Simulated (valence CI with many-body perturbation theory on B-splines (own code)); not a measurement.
## E1 line list for Ca6+

Level of theory: valence CI with perturbative core correlation (CI+MBPT): four valence electrons over a frozen Dirac-Fock core [Ne], radial functions for each j: 11 s, 11 p, 10 d, 8 f, 5 g, 2 h, with the one-electron correlation potential Σ1, the two-electron term Σ2, the three-electron term Σ3, Breit, model QED; selected CI, second order for the rest, scaled by the run's own slope (own B-spline code, finite nucleus).

Against 21 measured levels this calculation errs by 125 cm⁻¹ on average and by 402 at most. These come from a selection out of Sugar and Corliss, J. Phys. Chem. Ref. Data 8, 865 (1979). Levels without a partner in it may be off by more. Among the levels kept, up to 650 cm⁻¹ of a level comes from second order outside the variational space, and about a tenth of that is noise between levels of different J, which matters for small intervals.

Lines 151 to 200 of 571 in falling wavelength, among levels below 659300 cm⁻¹, chosen from the strongest by gf and those to the six lowest levels. Wavelengths and rates use the calculated energies, so an error of 100 cm⁻¹ moves a line at 50.92 nm by 0.051 % and its rate by three times that or more. Electric multipoles are in the length gauge, E1 and E2 with the static RPA response of the core. Weak lines are less certain than strong ones. Lines between different terms over intervals too small for the method are left out, as are lines whose strength nearly cancels. Where a level lies close to another of its J and parity, the split of strength between their lines is uncertain. The highest levels of a list are the least certain.

Names give the largest LS component (configuration and term), which can be under half, so a name can repeat, a term be missing and a line seem to break the LS rules; names also repeat where a configuration has a term twice. Letters in brackets count levels of one name in rising energy.

| λ vac (nm) | Upper | Lower | A (s⁻¹) | log gf | Branch % |
| --- | --- | --- | --- | --- | --- |
| 50.92 | 3s3p³ ³S°_1 | 3s²3p² ¹S_0 | 7.88e+07 | -2.04 | 0.3 |
| 50.32 | 3p³3d ³F°_4 [b] | 3s3p²3d ³G_5 | 2.99e+09 | 0.01 | 37.3 |
| 50.25 | 3p³3d ³F°_3 [b] | 3s3p²3d ³G_4 | 2.92e+09 | -0.11 | 36.0 |
| 50.17 | 3p³3d ³F°_2 [b] | 3s3p²3d ³G_3 | 3.05e+09 | -0.24 | 37.4 |
| 50.12 | 3s3p³ ¹D°_2 | 3s²3p² ³P_2 | 3.21e+06 | -3.22 | 0.2 |
| 49.94 | 3p³3d ³G°_5 | 3s3p²3d ³F_4 [a] | 1.13e+09 | -0.33 | 42.1 |
| 49.72 | 3p³3d ³G°_4 | 3s3p²3d ³F_3 [a] | 1.08e+09 | -0.44 | 40.3 |
| 49.57 | 3p³3d ³G°_3 | 3s3p²3d ³F_2 [a] | 1.08e+09 | -0.56 | 40.1 |
| 49.51 | 3s3p³ ¹D°_2 | 3s²3p² ³P_1 | 5.88e+06 | -2.97 | 0.3 |
| 49.10 | 3s3p³ ¹P°_1 | 3s²3p² ¹S_0 | 1.52e+09 | -0.78 | 8.9 |
| 48.49 | 3s3p²3d ³D_3 [d] | 3s²3p3d ³D°_3 | 3.12e+09 | -0.11 | 8.7 |
| 48.19 | 3p³3d ⁵D°_3 | 3s3p²3d ⁵D_4 | 1.42e+09 | -0.46 | 9.2 |
| 48.16 | 3p³3d ⁵D°_4 | 3s3p²3d ⁵D_4 | 3.52e+09 | 0.04 | 22.9 |
| 48.15 | 3s3p²3d ³D_2 [d] | 3s²3p3d ³D°_2 | 3.25e+09 | -0.25 | 9.0 |
| 48.09 | 3p³3d ⁵D°_2 | 3s3p²3d ⁵D_3 | 2.42e+09 | -0.38 | 15.6 |
| 48.06 | 3p³3d ⁵D°_3 | 3s3p²3d ⁵D_3 | 1.90e+09 | -0.34 | 12.2 |
| 48.03 | 3p³3d ⁵D°_4 | 3s3p²3d ⁵D_3 | 8.81e+08 | -0.56 | 5.7 |
| 48.02 | 3p³3d ⁵D°_1 | 3s3p²3d ⁵D_2 | 3.26e+09 | -0.47 | 20.8 |
| 48.00 | 3p³3d ⁵D°_2 | 3s3p²3d ⁵D_2 | 8.81e+08 | -0.82 | 5.7 |
| 47.97 | 3p³3d ⁵D°_0 | 3s3p²3d ⁵D_1 | 5.24e+09 | -0.74 | 33.4 |
| 47.97 | 3p³3d ⁵D°_3 | 3s3p²3d ⁵D_2 | 1.42e+09 | -0.46 | 9.2 |
| 47.94 | 3p³3d ⁵D°_2 | 3s3p²3d ⁵D_1 | 1.70e+09 | -0.53 | 10.9 |
| 47.93 | 3p³3d ⁵D°_1 | 3s3p²3d ⁵D_0 | 1.62e+09 | -0.78 | 10.4 |
| 47.84 | 3s3p²3d ³D_1 [d] | 3s²3p3d ³D°_1 | 3.55e+09 | -0.44 | 9.9 |
| 47.83 | 3s3p²3d ³F_4 [b] | 3s²3p3d ³F°_4 | 1.71e+09 | -0.28 | 5.8 |
| 47.73 | 3s3p²3d ³F_3 [b] | 3s²3p3d ³F°_3 | 1.73e+09 | -0.38 | 6.2 |
| 47.66 | 3s3p²3d ³F_2 [b] | 3s²3p3d ³F°_2 | 2.07e+09 | -0.45 | 7.6 |
| 47.13 | 3p³3d ¹F°_3 | 3s3p²3d ¹F_3 [a] | 1.86e+09 | -0.36 | 10.8 |
| 47.00 | 3s3p²3d ³D_3 [d] | 3s²3p3d ¹D°_2 | 1.78e+09 | -0.38 | 5.0 |
| 46.63 | 3p³3d ³P°_2 [b] | 3s3p²3d ³P_1 [a] | 8.79e+08 | -0.84 | 3.5 |
| 46.48 | 3p³3d ³P°_1 [c] | 3s3p²3d ³P_0 [a] | 1.10e+09 | -0.97 | 3.8 |
| 46.45 | 3s3p²3d ³D_1 [d] | 3s²3p3d ³P°_0 | 5.04e+09 | -0.31 | 14.0 |
| 46.44 | 3s3p²3d ³D_2 [d] | 3s²3p3d ³P°_1 | 7.11e+09 | 0.06 | 19.8 |
| 46.28 | 3s3p²3d ³D_1 [d] | 3s²3p3d ³P°_1 | 2.67e+09 | -0.59 | 7.4 |
| 46.27 | 3s3p²3d ³D_3 [d] | 3s²3p3d ³P°_2 | 7.35e+09 | 0.22 | 20.5 |
| 46.18 | 3p³3d ³P°_2 [b] | 3s3p²3d ³P_2 [a] | 2.78e+09 | -0.35 | 11.1 |
| 46.10 | 3p³3d ¹F°_3 | 3s3p²3d ¹G_4 | 5.15e+09 | 0.06 | 30.0 |
| 46.05 | 3p³3d ⁵D°_4 | 3s3p²3d ⁵F_5 | 7.64e+09 | 0.34 | 49.5 |
| 46.04 | 3s3p²3d ³D_2 [d] | 3s²3p3d ³P°_2 | 1.16e+09 | -0.74 | 3.2 |
| 46.00 | 3s3p²3d ¹F_3 [b] | 3s²3p3d ¹F°_3 | 1.14e+10 | 0.40 | 19.6 |
| 45.80 | 3p³3d ⁵D°_3 | 3s3p²3d ⁵F_4 | 6.28e+09 | 0.14 | 40.6 |
| 45.77 | 3p³3d ⁵D°_4 | 3s3p²3d ⁵F_4 | 1.47e+09 | -0.38 | 9.5 |
| 45.75 | 3s3p²3d ¹D_2 [b] | 3s²3p3d ¹D°_2 | 6.63e+09 | 0.02 | 26.6 |
| 45.62 | 3p³3d ⁵D°_2 | 3s3p²3d ⁵F_3 | 5.52e+09 | -0.06 | 35.4 |
| 45.59 | 3p³3d ⁵D°_3 | 3s3p²3d ⁵F_3 | 2.35e+09 | -0.29 | 15.2 |
| 45.48 | 3p³3d ⁵D°_1 | 3s3p²3d ⁵F_2 | 5.46e+09 | -0.29 | 34.9 |
| 45.46 | 3p³3d ⁵D°_2 | 3s3p²3d ⁵F_2 | 2.88e+09 | -0.35 | 18.5 |
| 45.39 | 3p³3d ⁵D°_0 | 3s3p²3d ⁵F_1 | 8.59e+09 | -0.58 | 54.8 |
| 45.38 | 3p³3d ⁵D°_1 | 3s3p²3d ⁵F_1 | 3.18e+09 | -0.53 | 20.3 |
| 45.05 | 3s3p²3d ¹D_2 [b] | 3s²3p3d ³P°_2 | 2.06e+09 | -0.50 | 8.3 |
